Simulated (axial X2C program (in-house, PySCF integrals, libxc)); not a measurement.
Correcting the dissociation energy of YS for spin–orbit coupling

A spin-free CCSD(T) curve (one-electron X2C) was computed with an axial X2C code built on PySCF integrals, basis Y dyall-cv3z [11s12p9d6f3g], S dyall-av3z [9s8p3d2f] (cores contracted in-house), for the state M_S = 1/2, Λ = 0 (beyond evenly filled blocks: σα). It gives D0 = 5.144 eV to Y + S, which in a spin-free picture are the weighted means of the ground terms.

Correlated methods: 9 electrons correlated (number of frozen shells: Y 4 s, 3 p, 1 d; S 2 s, 1 p), 309 virtual spin orbitals or spinors in MP2, 89 natural virtuals in coupled cluster.

Measured levels of the ground terms (NIST Handbook of Basic Atomic Spectroscopic Data), in cm⁻¹: Y 2D: J = 3/2 at 0, J = 5/2 at 530.4; S 3P: J = 2 at 0, J = 1 at 396.1, J = 0 at 573.6.

The molecular state has Λ = 0, so it has no first-order lowering.

(1) How far does each ground level lie under the (2J+1)-weighted mean of its term?

(2) Correct D0.

Second-order spin–orbit effects in the molecule, which grow quickly with Z, are left out. The state is a single determinant with fixed occupations, the lowest that a limited PBE0 search found. De is counted from the lowest determinant-based energies of the atoms at the same level, without counterpoise correction. Coupled cluster ran in a truncated set of natural virtual spinors; the MP2 energy of the rest was added. (T) has no such correction and the atoms are truncated less, which lowers De at CCSD(T) by a hundredth of an eV or more. The outer-core s and p shells of the metal are frozen in the correlated rows, which leaves out core–valence correlation; for alkali and alkaline-earth bonds that tends to lengthen them. With the outer-core shells frozen, correlated bond lengths of heavy atoms tend to come out a few hundredths of an ångström too long.

Answers

(1) Y: (4 × 0 + 6 × 530.4)/10 = 318 cm⁻¹; S: (5 × 0 + 3 × 396.1 + 1 × 573.6)/9 = 196 cm⁻¹.

(2) D0 = 5.144 + (0 − 514)/8065.5 = 5.080 eV at CCSD(T) with these spin–orbit terms.
